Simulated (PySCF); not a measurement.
**Two-dimensional NMR puzzle**

Compound of formula C₆H₈OSi. Correlations simulated from computed shifts and the bond graph:

HSQC (one-bond C–H):
| δH | δC |
| --- | --- |
| 7.83 | 154.3 |
| 6.87 | 125.4 |
| 6.78 | 117.5 |
| 0.85 | -0.9 |
| 0.71 | -0.9 |

COSY cross peaks (H two or three bonds apart, from the bond graph; peaks can be absent where the dihedral angle is near 90°):
| δH | δH |
| --- | --- |
| 7.83 | 6.78 |
| 6.87 | 6.78 |
| 3.70 | 0.85 |
| 3.70 | 0.71 |
| 0.85 | 0.71 |

HMBC (two and three bonds, from the bond graph):
| δH | δC |
| --- | --- |
| 7.83 | 153.8, 125.4, 117.5 |
| 6.87 | 154.3, 153.8, 117.5 |
| 6.78 | 154.3, 153.8, 125.4 |
| 3.70 | 153.8, 125.4, -0.9 |
| 0.85 | 153.8, -0.9 |
| 0.71 | 153.8, -0.9 |

Carbons without hydrogens: δ 153.8.

Computational details: coordinates at the GFN2-xTB level, PBE0/pcSseg-1 with gauge-including orbitals, in PySCF (no solvent model, no relativistic terms, equivalent nuclei averaged, one conformer).

Shifts are taken against calculated references (same method and geometry level): 1H and 13C vs TMS.

Exchangeable hydrogens are left out of these lists.

Problem. Assemble the structure.

Solution. SMILES c1coc([SiH]2CC2)c1.

Numbering as in the mapped SMILES `[cH:1]1[cH:2][o:3][c:4]([SiH:5]2[CH2:6][CH2:7]2)[cH:8]1`. Each H is labelled by its parent atom. Ha(C6), Ha(C7) are cis to C4 on the ring; Hb(C6), Hb(C7) are trans to C4 on the ring.

δC 154.3 is C2, an aromatic CH next to the ring oxygen (δH 7.83). δC 153.8 is C4, a substituted aromatic carbon next to the ring oxygen. δC 125.4 is C8, an aromatic CH (δH 6.87). δC 117.5 is C1, an aromatic CH (δH 6.78). δC -0.9 is C6/C7, a three-membered-ring carbon (δH 0.85, 0.71). HMBC from δH 7.83 reaches the proton-free carbon C4. HMBC from δH 6.87 reaches the proton-free carbon C4. HMBC from δH 6.78 reaches the proton-free carbon C4. HMBC from δH 3.70 reaches the proton-free carbon C4. COSY links 7.83–6.78, 6.87–6.78, 3.70–0.85, 3.70–0.71, 0.85–0.71.

The shifts were computed for this structure.

Shifts are as computed. Against solution values, carbons near 30 ppm lie about +3 ppm off and those near 130 ppm about +5 ppm. Of 1211 compounds with measured shifts, 218 miss one by over three times the rms of a fit or turn the order of signals round; such compounds aren't used in these exercises.
